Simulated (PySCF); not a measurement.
A run for PySCF: R-HF/3-21G on N2 (SMILES N#N).

```python
from pyscf import gto, scf, dft, mp
from pyscf.data.elements import chemcore

mol = gto.M(
    atom='''
    N    -0.43060379   -0.20177426    3.30949930
    N     0.36422308    0.15477156    3.96604128
    ''',
    basis='3-21g',
    charge=0, spin=0, verbose=3, max_memory=1800)
mf = scf.RHF(mol)
mf.conv_tol = 1e-8
mf.max_cycle = 100
mf.kernel()
if not mf.converged:
    mf = mf.newton().run(mf.mo_coeff, mf.mo_occ)
```

It printed:

```
converged SCF energy = -108.300750905288
```

The calculation finished and met its thresholds.

Cost: about 0.09 core-seconds (a rough figure).
